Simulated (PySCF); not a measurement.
Diagnose this run.

A geometry optimisation on BrGe2H6N, SMILES `[GeH3][NH][GeH2][Br]`. Computed with PBE0-D3(BJ)/def2-SVP geometry optimisation, gas phase (PySCF 2.14.0).

Driver input (Å, GFN2-xTB start):

```
{"job": {"xc": "PBE0", "basis": "def2-SVP", "d3": "d3bj", "grid": 1, "shake": 0.01, "kind": "geom"}, "charge": 0, "multiplicity": 1}
Ge    -1.5879     0.0984     0.3593
N     -0.1129    -0.6502    -0.3474
Ge     1.5000     0.1254    -0.4832
Br     2.5646     0.3100     1.5546
H     -2.7448    -0.7628    -0.0701
H     -1.6902     1.4877    -0.2627
H     -1.5234     0.2382     1.8499
H     -0.0904    -1.6498    -0.3353
H      1.3381     1.5335    -0.9674
H      2.3973    -0.7516    -1.3187
```

Output:

```
step   0  E = -6784.81431205  max force = 0.016065
step   1  E = -6784.81754741  max force = 0.004422
step   2  E = -6784.81800453  max force = 0.001319
step   3  E = -6784.81799461  max force = 0.001218
step   4  E = -6784.81801881  max force = 0.001250
step   5  E = -6784.81806202  max force = 0.000756
step   6  E = -6784.81808412  max force = 0.000777
step   7  E = -6784.81810356  max force = 0.000585
step   8  E = -6784.81811604  max force = 0.000542
step   9  E = -6784.81811972  max force = 0.000535
step  10  E = -6784.81812119  max force = 0.000559
step  11  E = -6784.81812187  max force = 0.000563
step  12  E = -6784.81812220  max force = 0.000570
step  13  E = -6784.81812235  max force = 0.000571
step  14  E = -6784.81812245  max force = 0.000571
step  15  E = -6784.81812254  max force = 0.000572
step  16  E = -6784.81812264  max force = 0.000574
step  17  E = -6784.81812273  max force = 0.000575
step  18  E = -6784.81812283  max force = 0.000577
step  19  E = -6784.81812293  max force = 0.000576
step  20  E = -6784.81812302  max force = 0.000577
step  21  E = -6784.81812311  max force = 0.000578
step  22  E = -6784.81812321  max force = 0.000578
step  23  E = -6784.81812330  max force = 0.000579
step  24  E = -6784.81812338  max force = 0.000579
step  25  E = -6784.81812347  max force = 0.000581
step  26  E = -6784.81812355  max force = 0.000582
step  27  E = -6784.81812364  max force = 0.000584
step  28  E = -6784.81812373  max force = 0.000583
step  29  E = -6784.81812382  max force = 0.000584
step  30  E = -6784.81812390  max force = 0.000584
step  31  E = -6784.81812398  max force = 0.000584
step  32  E = -6784.81812406  max force = 0.000587
step  33  E = -6784.81812414  max force = 0.000586
step  34  E = -6784.81812423  max force = 0.000587
step  35  E = -6784.81812431  max force = 0.000586
step  36  E = -6784.81812439  max force = 0.000589
step  37  E = -6784.81812446  max force = 0.000589
step  38  E = -6784.81812454  max force = 0.000590
step  39  E = -6784.81812461  max force = 0.000592
step  40  E = -6784.81812468  max force = 0.000591
step  41  E = -6784.81812476  max force = 0.000592
step  42  E = -6784.81812483  max force = 0.000592
step  43  E = -6784.81812490  max force = 0.000594
step  44  E = -6784.81812497  max force = 0.000593
step  45  E = -6784.81812505  max force = 0.000594
optimisation not converged
```

Energies are in Eh and forces in Eh/bohr.

Can the results be trusted, and what went wrong?

Not as they stand: step limit reached with the energy nearly constant. After 46 gradient evaluations the largest force component was 0.00059 Eh/bohr against a threshold of 0.00045, and over the last 5 steps the energy changed by 0.000 kcal/mol in all, within a range of 0.000 kcal/mol, the last step by 0.000 kcal/mol. The energy rose in 1 of the 45 steps.

What would you do next?

Restart from the last geometry, if need be with a computed Hessian or a finer grid, and confirm the end point by frequencies.

On one thread, Arm Neoverse V1 (aarch64), shared host with 32 logical CPUs at a one-minute load of 29, this took 9.1 min of wall time and 0.63 GiB of memory at its peak.
